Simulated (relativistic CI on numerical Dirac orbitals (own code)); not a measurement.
## Level scheme of K7+

Method of calculation: Dirac-Coulomb-Breit CI, separate exchange-only KLI orbitals for each configuration, model QED (radiative potential, 1s self-energy scaled to tabulated hydrogen-like ionisation energies), unscaled Slater integrals (own radial code, finite nucleus).

Configurations in the expansion (outside the closed core [Ne]): 3s2, 3s 3p, 3p2, 3s 3d, 3d2, 3p 3d, 3p 4s, 3s 4s, 3s 4p, 3d 4s, 3s 4d, 3s 4f, 3s 5s, 3s 5p, 3s 5d, 4s2. Levels of other configurations are missing.

```csv
No.,Configuration,Term,J,E (cm⁻¹),%,Landé g,Lifetime (s)
1,3s2,1S,0,0,97,,
2,3s 3p,3P°,0,126650,100,,
3,3s 3p,3P°,1,127754,99,1.500,7.65e-07
4,3s 3p,3P°,2,130096,100,1.501,2.02e+00
5,3s 3p,1P°,1,195687,96,1.000,1.01e-10
6,3p2,1D,2,299320,76,1.011,1.42e-09
7,3p2,3P,0,305102,99,,1.22e-10
8,3p2,3P,1,306426,99,1.501,1.20e-10
9,3p2,3P,2,308933,97,1.489,1.20e-10
10,3p2,1S,0,361828,93,,1.23e-10
11,3s 3d,3D,1,370184,100,0.499,8.09e-11
12,3s 3d,3D,2,370247,100,1.167,8.19e-11
13,3s 3d,3D,3,370350,100,1.334,8.35e-11
14,3s 3d,1D,2,429348,77,1.000,4.43e-11
15,3p 3d,3F°,2,503588,97,0.674,5.22e-10
16,3p 3d,3F°,3,505000,100,1.083,5.53e-10
17,3p 3d,3F°,4,506731,100,1.250,5.36e-10
18,3p 3d,1D°,2,511252,97,0.993,1.06e-10
19,3p 3d,3P°,2,538220,87,1.457,6.51e-11
20,3p 3d,3P°,1,539171,78,1.282,6.13e-11
21,3p 3d,3P°,0,540234,99,,6.61e-11
22,3p 3d,3D°,1,541519,78,0.717,4.94e-11
23,3p 3d,3D°,2,541983,87,1.209,4.83e-11
24,3p 3d,3D°,3,542133,100,1.333,4.69e-11
25,3p 3d,1F°,3,586528,98,1.000,4.34e-11
26,3p 3d,1P°,1,598932,95,1.000,4.65e-11
27,3s 4s,3S,1,632235,100,2.002,2.18e-11
28,3s 4s,1S,0,649007,100,,2.77e-11
29,3s 4p,3P°,0,692749,99,,1.03e-10
30,3s 4p,3P°,1,693049,96,1.484,9.41e-11
31,3s 4p,3P°,2,693952,99,1.501,1.04e-10
32,3s 4p,1P°,1,695966,90,1.017,2.96e-11
33,3d2,3F,2,745517,100,0.666,4.97e-11
34,3d2,3F,3,745625,100,1.083,5.02e-11
35,3d2,3F,4,745760,100,1.250,5.10e-11
36,3d2,1D,2,763664,78,1.001,4.25e-11
37,3d2,3P,0,765709,99,,3.79e-11
38,3d2,3P,1,765749,99,1.501,3.80e-11
39,3d2,3P,2,765801,99,1.500,3.83e-11
40,3d2,1G,4,768749,100,1.000,8.75e-11
41,3s 4d,3D,1,772076,100,0.499,4.31e-11
42,3s 4d,3D,2,772108,100,1.167,4.30e-11
43,3s 4d,3D,3,772160,100,1.334,4.27e-11
44,3s 4d,1D,2,777595,79,1.000,5.07e-11
45,3p 4s,3P°,0,794796,99,,3.02e-11
```

Energies count from the lowest computed level; ° marks odd parity; lifetimes are radiative, by E1, M1, E2, M2 decay to levels of this space only; some are left blank where a channel outside the calculation adds to the decay or the decay crosses a small, uncertain gap.

The mean weight of the leading LS term, summed over parents, in these 45 levels is 95 %, and that of the leading jj configuration (from the same eigenvectors) 77 %, so LS coupling describes them better.

At this charge configurations can still be misplaced by up to about 7 % of their energy. 55 of the 64 excited levels that our extract of the measured tables holds in this range could be paired (the sources list more); they are missed by 2871 cm⁻¹ on average and 15116 at most, and levels without a partner can miss by more.
